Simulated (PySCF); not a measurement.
Species: C6H10ClSi (doublet state).
Atom-mapped SMILES: `[CH2:1]=[C:2]([Cl:3])/[CH:4]=[C:5]\[CH2:6][CH2:7][SiH3:8]` (hydrogens: H9, H10 on C1; H11 on C4; H12, H13 on C6; H14, H15 on C7; H16, H17, H18 on Si8)

Structure used (GFN2-xTB), in Å, numbered top down from 1:
```xyz
18
C6H10ClSi angstrom
C      3.341   -0.866   -1.341
C      2.424   -0.290   -0.572
Cl     2.897    0.419    0.936
C      1.000   -0.208   -0.918
C      0.027    0.279   -0.201
C     -0.369    0.894    1.050
C     -1.772    0.399    1.424
Si    -2.748    0.153   -0.195
H      4.377   -0.908   -1.054
H      3.071   -1.315   -2.280
H      0.792   -0.620   -1.900
H     -0.391    1.979    0.908
H      0.353    0.672    1.848
H     -2.252    1.100    2.106
H     -1.694   -0.550    1.953
H     -4.175    0.072    0.145
H     -2.351   -1.097   -0.843
H     -2.538    1.301   -1.077
```

The hyperfine couplings belong to this conformer and change with its torsions.

Method: UKS B3LYP, pcH-1 on C Cl H Si, non-relativistic, mean-field spin-orbit, GIAO in PySCF. One conformer (not necessarily the lowest) at the GFN2-xTB geometry, without solvent, vibrations or thermal averaging. A GFN2-xTB geometry isn't a minimum of the functional, and hyperfine couplings can be far from their values at a DFT geometry. No stability test was run, so a lower SCF solution isn't excluded.

Task: Match the computed a_iso(1H) values +109.2, +61.3, +22.8, +7.4, +3.0, +0.6 MHz (means over equivalent nuclei) with the sites H9; H10; H11; H12/H13; H14/H15; H16/H17/H18.

Result: 
```
       site  a_iso (MHz)  ρ(0) (bohr⁻³)                                         position  distance from C5 (Å)  bound to  spin population there  largest |T| (MHz)
         H9         +7.4        +0.0017                                  4 bonds from C5                  4.59        C1                  -0.05                2.2
        H10         +3.0        +0.0007                                  4 bonds from C5                  4.02        C1                  -0.05                4.0
        H11       +109.2        +0.0244  2 bonds from C5, on C4 of spin population -0.16                  2.07        C4                  -0.16               11.7
    H12/H13        +61.3        +0.0137                                  2 bonds from C5                  2.09        C6                  -0.05                9.1
    H14/H15         +0.6        +0.0001                                  3 bonds from C5                  3.11        C7                  +0.02                5.5
H16/H17/H18        +22.8        +0.0051                                  4 bonds from C5                  3.31       Si8                   0.00                5.8
```

ρ(0) is the spin density at the nucleus and T the dipolar tensor; a_iso includes a spin–orbit part; entries for several nuclei are means. Largest spin populations (Mulliken): C5 (+1.00), C4 (-0.16) and C2 (+0.08). C5 is the only atom above +0.15. The positive populations add up to 1.26 and the negative ones to -0.26, together 2S = 1.

β density exceeds α density at some nuclei, such as C4 (-0.0027) and C1 (-0.0012), spin density in bohr⁻³. In a single determinant that takes different orbitals for the two spins, that is spin polarisation.

Nuclei that the bonding pattern makes equivalent are averaged, as if the motion that swaps them (rotation, inversion, ring flip) were fast. The three 1H nuclei of mean +22.8 MHz run from 16.0 to 29.2 MHz in the frozen geometry. The 1H value of +61.3 MHz is a mean of couplings from 10.3 to 112.3 MHz in this one geometry, not an average over conformers. The 1H value of +0.6 MHz is a mean of couplings from -2.7 to 4.0 MHz in this one geometry, not an average over conformers.
